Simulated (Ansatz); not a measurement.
`BCC[SiH3]` + `OB(S)Cl` → `BSB(O)Cl` + `CC[SiH3]`  (ligand exchange at a B–C bond)

Program: Ansatz. Geometries: PBE0-D4/def2-TZVP. ΔE: electronic, gas phase. CBS: MP2 limit from def2 TZ/QZ plus the TZ coupled-cluster correction, frozen cores. DFT in def2-TZVPP. B3LYP here is the variant with VWN-RPA as its local correlation; programs differ in this. Each species was taken in one conformer, which may not be the lowest.

Task: Is it downhill or uphill in electronic energy at CCSD(T)/CBS, and by how much? (Estimate.)

Result: The calculation gave: Downhill: ΔE = -18.4 kcal/mol.

Task: What do these levels give: PBE-D4, r2SCAN-D4, PBE0-D4, B3LYP-D4, ωB97M-V, B2PLYP, HF/def2-TZVPP, MP2/def2-TZVPP, HF/def2-QZVPP, MP2/def2-QZVPP, HF/CBS(def2), MP2/CBS(def2)? (An estimate is asked.)

Result: The calculation gave: PBE-D4 -19.1, r2SCAN-D4 -18.8, PBE0-D4 -18.7, B3LYP-D4 -18.8, ωB97M-V -17.9, B2PLYP -18.8, HF/def2-TZVPP -18.3, MP2/def2-TZVPP -18.5, HF/def2-QZVPP -18.2, MP2/def2-QZVPP -18.5, HF/CBS(def2) -18.2, MP2/CBS(def2) -18.6 kcal/mol.

Largest T1 diagnostic among the species: 0.014.
